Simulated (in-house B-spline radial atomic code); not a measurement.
A fraction x of an electron is removed from 2p in Si⁴⁺, starting from [He] 2s2 2p6 and keeping the highest spin. All numbers are computed (non-relativistic M06-2X, spin-polarised, spherical fractional occupations; point nucleus) with a radial B-spline atomic code at the basis-set limit, not measured.

Caution: exact exchange at fractional occupations of open shells leaves self-interaction of up to several eV.

```
   x  E(x) - E(0) (eV)  2p down level (eV)
   0            0.0000            -159.115
0.09           14.4398            -161.772
0.17           27.4764            -164.145
0.33           54.1214            -168.924
0.46           76.3356            -172.838
 0.5           83.2733            -174.048
0.55           92.0135            -175.564
0.69          116.8909            -179.832
0.82          140.5283            -183.825
0.99          172.2255            -189.092
   1          174.1180            -189.403
```

The exact functional would give a straight line between the two integer points. Deviations E(x) - E(0) - x[E(1) - E(0)], in eV: -1.231 at x = 0.09, -2.124 at x = 0.17, -3.338 at x = 0.33, -3.759 at x = 0.46, -3.786 at x = 0.5, -3.751 at x = 0.55, -3.251 at x = 0.69, -2.248 at x = 0.82, -0.151 at x = 0.99.

The curve lies below the straight line by up to 3.786 eV (at x = 0.5): convex, the delocalisation error, to which spherically averaged exact exchange adds.

Problem. How well does Slater's transition state (minus the level at half occupation) give the ionisation energy?

Solution. It gives 174.048 eV against 174.118 eV from the two total energies; NIST lists 166.77 eV, ground level to ground level. The end point has an open shell averaged over its orbitals, so its exact exchange keeps a self-interaction and this is no true integer point.
